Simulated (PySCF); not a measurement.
Al(Me)(F) (CH₃AlF), SMILES [CH3][Al+][F], charge +1. Atoms are numbered in the order given.

```xyz
6

Al     0.0000     0.0000     0.1209
C      0.0000     0.0000    -1.7808
H      0.8943    -0.5163    -2.1394
H      0.0000     1.0326    -2.1394
H     -0.8943    -0.5163    -2.1394
F      0.0000     0.0000     1.7257
```
Charge +1, spin multiplicity 1.

Geometry optimised at ωB97X-D3(BJ)/def2-TZVP. The multiplicity is an assumed one; other spin states were not compared. The isomer is the one that the SMILES or the coordinates give; other isomers of the formula were not compared.

Two levels are set side by side: PBE/pcSseg-2 (PySCF) and HF/pcSseg-2 (PySCF). GIAO shifts against CFCl3 (¹⁹F), TMS (¹H), TMS (¹³C) at the same level; non-relativistic, no solvent, atoms listed together averaged. Differences are taken from unrounded values.

```tsv
quantity	PBE
δ(¹³C) of C2 (ppm)	-11.1
δ(¹H) of H3, H4, H5 (ppm)	1.92
δ(¹⁹F) of F6 (ppm)	-153.6
```

Task: These are the PBE values. What does HF give? (Estimate from the structure and the level; the computed values follow.)

Result: 
```json
[
 {"quantity": "δ(¹³C) of C2 (ppm)", "HF": "-13.3", "PBE minus HF": "2.2"},
 {"quantity": "δ(¹H) of H3, H4, H5 (ppm)", "HF": "1.90", "PBE minus HF": "0.02"},
 {"quantity": "δ(¹⁹F) of F6 (ppm)", "HF": "-112.9", "PBE minus HF": "-40.8"}
]
```

Rough cost on one machine, each run with all the roots and properties that it gave: HF against PBE within a factor of 2.
